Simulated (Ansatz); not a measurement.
Steps of a relaxation of C2H6BCl2N, SMILES `CN(C)B(Cl)Cl` with RKS PBE-D4/def2-SVP.

```sh
$ ansatz run in.yaml --threads 4 --pin off --events-out ev --progress --plain --max-ram 11315MiB
```

```yaml
crystal:
  periodic: [false, false, false]
  atoms:
    - {symbol: C, position_ang: [-1.220000, -0.498500, 0.266600]}
    - {symbol: N, position_ang: [-0.064900, -0.129300, -0.518300]}
    - {symbol: C, position_ang: [1.066700, -0.833600, 0.027200]}
    - {symbol: B, position_ang: [0.222700, 1.414100, -0.539200]}
    - {symbol: Cl, position_ang: [1.570600, 2.217400, 0.310400]}
    - {symbol: Cl, position_ang: [-1.015500, 2.481400, -1.497500]}
    - {symbol: H, position_ang: [-1.414600, -1.549400, 0.250600]}
    - {symbol: H, position_ang: [-1.142300, -0.096100, 1.305300]}
    - {symbol: H, position_ang: [-2.160800, 0.032400, -0.165000]}
    - {symbol: H, position_ang: [0.945700, -1.931800, -0.008500]}
    - {symbol: H, position_ang: [1.255600, -0.569900, 1.130800]}
    - {symbol: H, position_ang: [2.033800, -0.591800, -0.528500]}
basis:
  gaussian: {orbitals: def2-SVP}
hamiltonian: {xc: pbe, dispersion: d4}
relax: {f_tol: 0.03, max_steps: 200}
```

Positions (Å) and forces (eV/Å) along the path, 10 of 11 steps:

```xyz
12
step=1 energy=-29358.7763 eV
C    -1.220   -0.498    0.267   -2.260    2.857   -0.705
N    -0.065   -0.129   -0.518    1.482    3.388    0.458
C     1.067   -0.834    0.027    2.032    0.095    0.585
B     0.223    1.414   -0.539   -1.961   -1.542   -1.094
Cl    1.571    2.217    0.310   -0.548   -0.436   -0.563
Cl   -1.016    2.481   -1.498    1.393   -1.155    1.182
H    -1.415   -1.549    0.251   -0.076   -1.385    0.042
H    -1.142   -0.096    1.305   -0.007   -0.485    0.173
H    -2.161    0.032   -0.165    1.076   -0.740    0.440
H     0.946   -1.932   -0.009   -0.207   -0.147   -0.155
H     1.256   -0.570    1.131   -0.081   -0.266   -0.777
H     2.034   -0.592   -0.528   -0.844   -0.184    0.414
12
step=2 energy=-29359.4933 eV
C    -1.265   -0.452    0.252   -0.644    0.601   -0.170
N    -0.018   -0.057   -0.410    0.296    2.222    0.577
C     1.116   -0.825    0.079    0.630   -0.135    0.332
B     0.181    1.414   -0.531   -0.656   -1.197   -0.707
Cl    1.619    2.233    0.122   -0.196   -0.172   -0.254
Cl   -1.041    2.431   -1.432    0.612   -0.631    0.707
H    -1.434   -1.534    0.156   -0.001   -0.321   -0.023
H    -1.244   -0.186    1.347   -0.040   -0.238   -0.307
H    -2.157    0.068   -0.199    0.539   -0.185    0.142
H     0.938   -1.919   -0.038   -0.125    0.130   -0.048
H     1.330   -0.640    1.174   -0.072   -0.098   -0.394
H     2.051   -0.587   -0.485   -0.343    0.026    0.146
12
step=3 energy=-29359.7683 eV
C    -1.291   -0.424    0.232    0.533   -0.355   -0.033
N     0.019    0.026   -0.291   -0.410   -0.881    0.608
C     1.140   -0.809    0.135   -0.196   -0.169   -0.093
B     0.219    1.368   -0.606   -0.304    0.816    0.344
Cl    1.673    2.226   -0.037    0.229    0.000   -0.422
Cl   -1.113    2.342   -1.274    0.054    0.092   -0.099
H    -1.430   -1.519    0.066    0.058    0.176   -0.077
H    -1.339   -0.256    1.341   -0.020   -0.009   -0.279
H    -2.119    0.112   -0.250   -0.078    0.159   -0.090
H     0.895   -1.882   -0.040    0.035    0.165    0.045
H     1.383   -0.674    1.212    0.009   -0.032    0.079
H     2.040   -0.565   -0.455    0.090    0.038    0.017
12
step=4 energy=-29359.8914 eV
C    -1.302   -0.449    0.227    0.500   -0.098   -0.018
N     0.013    0.051   -0.219   -0.335   -0.530    0.555
C     1.139   -0.801    0.163   -0.167   -0.009   -0.068
B     0.190    1.404   -0.521    0.424    0.527   -0.299
Cl    1.767    2.223   -0.209   -0.359   -0.213   -0.238
Cl   -1.119    2.359   -1.256   -0.010    0.109    0.150
H    -1.420   -1.535    0.011    0.058    0.137   -0.086
H    -1.388   -0.315    1.333   -0.113   -0.074   -0.099
H    -2.111    0.110   -0.265   -0.107    0.084   -0.059
H     0.888   -1.864   -0.045    0.011    0.082    0.031
H     1.389   -0.702    1.241    0.036   -0.060    0.099
H     2.032   -0.536   -0.427    0.062    0.044    0.032
12
step=5 energy=-29359.9821 eV
C    -1.304   -0.449    0.220    0.377   -0.147   -0.013
N     0.017    0.065   -0.173   -0.235   -0.154    0.386
C     1.140   -0.789    0.205   -0.132   -0.075   -0.102
B     0.198    1.406   -0.545    0.273    0.181   -0.126
Cl    1.812    2.182   -0.399   -0.296   -0.100   -0.186
Cl   -1.159    2.372   -1.169    0.043    0.136    0.067
H    -1.418   -1.516   -0.074    0.028    0.089   -0.040
H    -1.422   -0.391    1.328   -0.035   -0.044   -0.086
H    -2.106    0.142   -0.250   -0.024    0.055   -0.041
H     0.907   -1.843   -0.062    0.026    0.052    0.038
H     1.360   -0.747    1.294   -0.028   -0.021    0.060
H     2.052   -0.486   -0.342    0.002    0.028    0.042
12
step=6 energy=-29360.0456 eV
C    -1.295   -0.459    0.214    0.148    0.021    0.015
N     0.019    0.089   -0.127   -0.130   -0.229    0.204
C     1.132   -0.779    0.246   -0.020    0.020   -0.049
B     0.204    1.409   -0.568    0.126    0.132   -0.062
Cl    1.834    2.148   -0.595   -0.168   -0.064   -0.103
Cl   -1.172    2.405   -1.102    0.033    0.061    0.031
H    -1.409   -1.497   -0.173    0.041    0.092   -0.009
H    -1.422   -0.494    1.322   -0.017   -0.048   -0.094
H    -2.097    0.172   -0.208    0.014   -0.001   -0.001
H     0.915   -1.822   -0.072    0.021    0.046    0.028
H     1.308   -0.781    1.346   -0.039   -0.036   -0.003
H     2.061   -0.445   -0.250   -0.010    0.006    0.044
12
step=7 energy=-29360.0791 eV
C    -1.291   -0.462    0.207   -0.002    0.019    0.052
N     0.020    0.103   -0.089    0.002   -0.034    0.025
C     1.131   -0.764    0.287   -0.040   -0.040    0.010
B     0.205    1.403   -0.591    0.042    0.017    0.007
Cl    1.840    2.093   -0.787   -0.076   -0.016   -0.043
Cl   -1.180    2.431   -1.037    0.020    0.026   -0.008
H    -1.413   -1.460   -0.269    0.028    0.062   -0.008
H    -1.422   -0.595    1.305    0.014   -0.036   -0.010
H    -2.092    0.210   -0.152    0.046   -0.029   -0.019
H     0.952   -1.795   -0.085   -0.005   -0.009   -0.007
H     1.250   -0.822    1.394   -0.028    0.002   -0.034
H     2.077   -0.396   -0.148    0.000    0.038    0.036
12
step=9 energy=-29360.0943 eV
C    -1.284   -0.450    0.232   -0.009   -0.007    0.009
N     0.024    0.120   -0.056    0.014   -0.009   -0.015
C     1.126   -0.759    0.313   -0.008    0.004    0.018
B     0.206    1.392   -0.627   -0.001    0.010   -0.004
Cl    1.833    2.046   -0.946   -0.003   -0.007   -0.001
Cl   -1.180    2.424   -1.062    0.001   -0.002    0.002
H    -1.427   -1.406   -0.319    0.005   -0.006   -0.004
H    -1.385   -0.673    1.318    0.001    0.002    0.003
H    -2.086    0.249   -0.062    0.004    0.008    0.002
H     1.031   -1.742   -0.199   -0.005    0.004   -0.003
H     1.127   -0.950    1.409   -0.002   -0.006   -0.012
H     2.093   -0.307    0.032    0.003    0.010    0.005
12
step=10 energy=-29360.0945 eV
C    -1.283   -0.449    0.237   -0.020   -0.010    0.000
N     0.024    0.120   -0.056    0.006    0.019    0.016
C     1.125   -0.757    0.317    0.041   -0.021   -0.001
B     0.206    1.389   -0.636    0.001    0.003   -0.001
Cl    1.833    2.034   -0.975   -0.013   -0.008    0.006
Cl   -1.181    2.424   -1.063    0.006   -0.005   -0.001
H    -1.432   -1.400   -0.322    0.001    0.013    0.010
H    -1.377   -0.679    1.322    0.002    0.006   -0.016
H    -2.084    0.257   -0.046    0.009   -0.010    0.002
H     1.052   -1.728   -0.226    0.014    0.034    0.025
H     1.098   -0.980    1.408    0.001    0.010   -0.052
H     2.095   -0.286    0.074   -0.047   -0.030    0.012
12
step=11 energy=-29360.0946 eV
C    -1.284   -0.449    0.237   -0.009    0.003    0.013
N     0.024    0.121   -0.053    0.006    0.009    0.000
C     1.125   -0.758    0.315    0.008   -0.004    0.005
B     0.206    1.391   -0.630    0.000   -0.014   -0.029
Cl    1.833    2.034   -0.971   -0.005    0.002    0.011
Cl   -1.180    2.423   -1.065    0.003    0.002    0.009
H    -1.428   -1.403   -0.317    0.002    0.003    0.001
H    -1.382   -0.673    1.323    0.000   -0.001   -0.005
H    -2.085    0.254   -0.053    0.004   -0.004   -0.001
H     1.050   -1.728   -0.226    0.002    0.008    0.003
H     1.104   -0.980    1.405   -0.001    0.001   -0.010
H     2.094   -0.289    0.068   -0.010   -0.006    0.003
```

Hardware: 4 threads of an Arm Neoverse V2 on a shared host. Wall time 20 s, peak host memory 0.18 GiB.
